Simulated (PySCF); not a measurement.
Bi(H)2(SiH3) (BiH₅Si), SMILES [SiH3][BiH2]. Geometry optimised at B3LYP-D3(BJ)/def2-TZVP. The def2 effective core potentials stand for the cores of Bi; spin–orbit coupling is left out.

Level of theory: B3LYP-D3(BJ)/def2-TZVP (PySCF).

Harmonic wavenumbers (cm⁻¹): 113, 270, 368, 385, 568, 587, 763, 866, 952, 953, 1787, 1794, 2207, 2221, 2233. Rotational constants (GHz): 40.96, 2.412, 2.411; symmetry number 1.

Task: Work out the zero-point energy and the ideal-gas rigid-rotor harmonic-oscillator thermochemistry at 298.15 K and 1 atm.

Result: ZPE = ½ Σ hcν = ½ × 16066 cm⁻¹ = 22.97 kcal/mol. H − E(el) = 26.86 kcal/mol. Entropy in cal/(mol K): translation 42.35, rotation 24.72, vibration 8.53, total 75.60. G − E(el) = 4.32 kcal/mol. Cp = 19.01 cal/(mol K). Modes under 150 cm⁻¹ make the vibrational entropy uncertain.
